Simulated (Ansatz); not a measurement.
The lowest singlet and triplet of C2H4 (SMILES C=C); geometries from B3LYP-D3(BJ)/def2-TZVP, each state relaxed from the structure named, with no frequency check.
Singlet (charge 0, multiplicity 1):
```xyz
6

C     -0.6620    -0.0050    -0.0185
C      0.6620     0.0050     0.0185
H     -1.2392     0.9118    -0.0078
H     -1.2238    -0.9303    -0.0610
H      1.2392    -0.9118     0.0078
H      1.2238     0.9303     0.0610
```

A positive gap puts the triplet lower; no zero-point energy. U- takes an unrestricted singlet (broken symmetry where lower, unprojected). The triplet is unrestricted in single-reference levels.

Frozen-core correlation.

Programs: Ansatz (an electronic-structure program). Each number belongs to the level named beside it.

Problem. Predict the gap E(singlet) − E(triplet), vertical, at the singlet's geometry from U-CCSD(T)/cc-pVTZ.

Solution. -107.1 kcal/mol

Problem. What gap E(singlet) − E(triplet), vertical, at the singlet's geometry does U-CCSD/cc-pVTZ give?

Solution. -103.9 kcal/mol

Problem. Estimate the gap E(singlet) − E(triplet), vertical, at the singlet's geometry that U-SVWN5/def2-TZVPP returns for this input.

Solution. -112.9 kcal/mol
